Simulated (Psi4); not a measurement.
C₅H₇, doublet, geometry from GFN2-xTB. Base run: HF/STO-3G (Psi4).

Psi4 was given this input:
```
memory 2 GB

molecule {
0 2
C    -0.00592064    0.06255727    0.04919876
C     0.05276925    0.74146840    1.29776337
C    -0.04143606   -0.73565075    1.32173897
C     0.71684363    0.01914460   -1.25871358
C    -0.78709602    0.06699964   -1.21998696
H     0.71989492    1.44391333    1.74538562
H    -0.98300469   -1.19090749    1.60534724
H     0.81949464   -1.32985821    1.61492175
H     1.19255360   -0.91053662   -1.53692256
H     1.25302117    0.90112219   -1.57731201
H    -1.33584518   -0.82610055   -1.48128458
H    -1.27707539    0.98525249   -1.51013864
}

set {
  basis sto-3g
  reference uhf
}

energy('scf')
print_variables()
```

Variants of this job, named by their change:

```csv
change,E (Eh),SCF-reference dipole (D),SCF-reference <S^2>,core-seconds (rough),outcome
base,-190.95212,0.29,0.766,5,converged
functional = bhhlyp,-192.11166,0.38,0.755,10,converged
functional = blyp,-192.08219,0.45,0.753,10,converged
functional = bp86,-192.21946,0.45,0.753,10,converged
functional = m06-2x,-192.21771,0.36,0.755,10,converged
functional = wb97m-v,-,-,-,-,cut at the time limit
functional = b2plyp,-191.87404,-,0.757,10,converged
functional = cam-b3lyp,-192.09402,0.42,0.754,20,converged
functional = dsd-pbep86,-191.60679,-,0.760,9,converged
functional = pbe,-191.96149,0.46,0.753,9,converged
functional = b97m-v,-,-,-,-,cut at the time limit
functional = tpssh,-192.29213,0.41,0.754,40,converged
functional = tpss,-192.30459,0.43,0.754,30,converged
```

Totals shift with the method and basis; they matter in differences.

Open shells are given as the SCF converged; they aren't shown to be the lowest states, and a large step between rows can be another state.
